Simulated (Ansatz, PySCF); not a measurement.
Conformers of C5H10S (SMILES C1CCSCC1), B3LYP-D3(BJ)/def2-TZVP minima from an xTB search, which can miss the lowest.
Conformer 1 (charge 0, multiplicity 1, Z-matrix in Å and degrees):
```
C
H 1 1.0924
H 1 1.0962 2 106.43
C 1 1.5300 2 109.45 3 -117.67
H 4 1.0935 1 109.65 2 -60.19
H 4 1.0946 5 107.11 1 -118.64
C 4 1.5248 5 109.01 6 -117.59
H 7 1.0902 4 111.23 5 56.90
H 7 1.0935 8 107.60 4 -121.21
C 1 1.5300 2 109.45 3 117.67
H 10 1.0935 1 109.65 2 60.19
H 10 1.0946 11 107.11 1 118.64
C 10 1.5248 11 109.01 12 117.59
H 13 1.0902 10 111.23 11 -56.90
H 13 1.0935 14 107.60 10 121.21
S 13 1.8213 14 105.57 15 116.13
```

Frozen-core correlation. CBS(a, b) extrapolates the correlation energy as X⁻³ and adds the Hartree–Fock energy of set b. MP2 and its Hartree–Fock in cc-pV(Q+d)Z are density fitted. Rows in 6-31G* carry no dispersion term and start afresh at each structure (6-31G* with six Cartesian d functions).

The values were computed with Ansatz (a quantum-chemistry and plane-wave program) with Gaussian orbitals; PySCF for 6-31G* rows. Values without a source in brackets are computed.

Electronic energies of 3 conformers above conformer 1 (kcal/mol):

| level | conformer 1 | conformer 2 | conformer 3 |
|---|---|---|---|
| PBE/def2-TZVPP | 0.00 | 5.04 | 5.51 |
| B3LYP/6-31G* | 0.00 | 5.06 | 5.73 |
| wB97M-V/def2-TZVPP | 0.00 | 4.77 | 5.31 |
| MP2/CBS(cc-pV(T+d)Z, cc-pV(Q+d)Z) + ΔCCSD(T)/cc-pV(T+d)Z | 0.00 | 4.83 | 5.34 |

### Question
Give Boltzmann populations at 298.15 K for each level, counting each conformer once and leaving out zero-point, thermal and symmetry terms.

### Answer

Weights exp(−E/RT) with RT = 0.5925 kcal/mol, divided by their sum:
- PBE/def2-TZVPP: 100 %, 0 %, 0 %
- B3LYP/6-31G*: 100 %, 0 %, 0 %
- wB97M-V/def2-TZVPP: 100 %, 0 %, 0 %
- MP2/CBS(cc-pV(T+d)Z, cc-pV(Q+d)Z) + ΔCCSD(T)/cc-pV(T+d)Z: 100 %, 0 %, 0 %
The share of conformer 1 runs from 100 to 100 % over these levels.
